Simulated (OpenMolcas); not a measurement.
**As+: CASPT2 settings compared**

```
Program             : OpenMolcas
Basis               : ANO-R2 [6s5p4d3f1g]
Scalar Hamiltonian  : X2C, finite nucleus
Active space        : 4 electrons in 4 orbitals (4s 4p)
State averaging     : 2S+1 = 3 even, 3 roots; 2S+1 = 1 even, 6 roots kept (CI in the orbitals of an earlier block); 2S+1 = 3 odd, 5 roots; 2S+1 = 5 odd, 1 root kept (CI in the orbitals of an earlier block)
Spin-orbit coupling : state interaction with AMFI integrals over the reference wave functions, term energies averaged over their components
```

Methods on the same reference wave functions:
A. CASSCF
B. SS-CASPT2, IPEA 0.35 Eh, sigma1 regulariser 0.4 Eh (closed shells correlated: 3d)
C. SS-CASPT2, IPEA 0.35 Eh, imaginary shift 0.3 Eh (closed shells correlated: 3d)
D. SS-CASPT2, IPEA 0.4 Eh, sigma2 regulariser 0.25 Eh (closed shells correlated: none)

Energies in eV above 4s² 4p² ³P₀, the measured ground level; measured values from NIST Handbook of Basic Atomic Spectroscopic Data.

| Level | A | B | C | D | Measured |
| --- | --- | --- | --- | --- | --- |
| 4s² 4p² ³P₀ | 0.0000 | 0.0000 | 0.0000 | 0.0000 | 0.0000 |
| 4s² 4p² ³P₁ | 0.1148 | 0.1152 | 0.1153 | 0.1164 | 0.1319 |
| 4s² 4p² ³P₂ | 0.2826 | 0.278 | 0.278 | 0.279 | 0.3151 |
| 4s² 4p² ¹D₂ | 1.5670 | 1.189 | 1.189 | 1.194 | 1.2517 |
| 4s² 4p² ¹S₀ | 2.7842 | 2.740 | 2.740 | 2.626 | 2.8019 |
| 4s 4p³ ⁵S°₂ | 5.3809 | 6.457 | 6.456 | 6.044 | 6.7965 |

Deviations, from unrounded energies. A percentage is the sum of absolute deviations over the sum of measured energies, with the sign that they share, or ± where signs differ.

```
                        Against measurement  Levels      A      B      C      D
             mean absolute deviation (cm-1)       5   2900    840    840   1700
      fine structure of the ground term (%)       2  -11.1  -12.1  -12.1  -11.6
other terms of the ground configuration (%)       2   ±8.2   -3.1   -3.1   -5.8
                   other configurations (%)       1  -20.8   -5.0   -5.0  -11.1
```

B, C lie about equally close to measurement and A furthest from it. The largest miss of B in the table is 4s 4p³ ⁵S°₂, by -2700 cm-1. The ranking rests on the paired levels alone, and a cruder setting can come out closer through cancelling errors.

Among B to D the level of the table that moves most is 4s 4p³ ⁵S°₂, by 3300 cm-1 (lowest in D, highest in B). Moves below CASPT2's spread within the term are not significant.

The two smallest mean deviations differ by little beside CASPT2's spread within terms, so their order carries little weight.

From A to B the spin-free energies of the other terms of 4s² 4p² shown, above ³P, scale by factors of 0.72 to 0.98.

The lowest spin-free term lies below A's lowest term by 0.516 hartree in B, 0.516 hartree in C, 0.046 hartree in D.

Term energies are means over components that CASPT2 splits; among the terms shown or strongly mixed into the levels shown the widest spread is 11 cm-1 (4s² 4p² ¹D, D). Over all roots computed the reference weight is 0.92 to 0.99 in D; the roots of lowest weight are the least certain, and an intruder state may touch them. Terms from blocks run as CI alone lack orbitals of their own. Terms of s pⁿ other than that of highest spin mix with s² pⁿ⁻² d, which this space lacks; all of them can be thousands of cm-1 off, and some have no real level of that name. Without dynamic correlation excited terms often stand tens of per cent too high (terms of higher spin than the ground term too low), and those without a measured partner can miss by more than the paired ones (holds for A). Computed and measured levels are paired by configuration, term and J; levels that our copy of the source lacks, or whose pairing is in doubt (as where it misses far off the trend of its configuration), stay unpaired and out of the deviations. Only configurations of the active space appear. Levels that lie high or do not pair safely by name in every column are left out.

° marks odd parity.
